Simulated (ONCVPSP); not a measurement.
**What one change does to a pseudopotential (phosphorus, ONCV)**

```
Element                 : P
Generator               : ONCVPSP 4.0.1
Type                    : optimised norm-conserving Vanderbilt (ONCV)
Functional              : PBEsol
Relativity              : scalar-relativistic
Frozen core             : [He]
Valence charge          : 13
Reference configuration : 2s2 2p6 3s2 3p3
Partial waves           : 2s+3s: rc 1.00 bohr, ncon 5, nbas 8, qcut 9.6 1/bohr, 3 projectors, debl 2.2 Ha; 2p+3p: rc 0.75 bohr, ncon 5, nbas 8, qcut 22.6 1/bohr, 2 projectors
Local potential         : polynomial inside 0.55 bohr (lpopt 5, dvloc0 0 Ha)
Core correction         : none
```

All-electron outer shells of the reference configuration (PBEsol, scalar-relativistic, ld1.x):

| shell | level (eV) | outermost node (bohr) | outermost maximum (bohr) |
| --- | --- | --- | --- |
| 1s | -2080.27 | – | 0.07 |
| 2s | -173.57 | 0.14 | 0.42 |
| 2p | -124.33 | – | 0.36 |
| 3s | -13.92 | 0.66 | 1.58 |
| 3p | -5.48 | 0.64 | 1.83 |

Change: core [Ne], valence charge 5; reference 3s2 3p3; waves now 3s: rc 1.55 bohr, ncon 4, nbas 7, qcut 4.1 1/bohr, local; 3p: rc 1.55 bohr, ncon 4, nbas 9, qcut 4.9 1/bohr, 2 projectors, debl 2.9 Ha; local potential the s channel.

Cutoffs: the cutoffs (Ha) at which the residual kinetic energy of the hardest occupied pseudo-wave falls to 1 and 0.1 mHa per electron; they do not see the model core or the augmentation charge, which bear on the density cutoff. Errors are all-electron minus pseudo energies relative to the spin-unpolarised reference configuration.

Problem. What does the change do?

Solution. The potential gets softer (178 Ha and 204 Ha → 16 Ha and 42 Ha); neither file shows a bound ghost. The shells moved into the core no longer need plane waves of their own. Several settings change at once here, so the effects cannot be laid on one of them.

```csv
quantity,base,changed
"cutoff, loose",178 Ha,16 Ha
"cutoff, tight",204 Ha,42 Ha
loose cutoff by channel,"s 36 Ha, p 178 Ha","s 16 Ha, p 4.6 Ha"
bound ghosts,none,none
GHOST(+) flags under 300 eV,none,none
"largest error over its own tests, meV",+183,+228
```
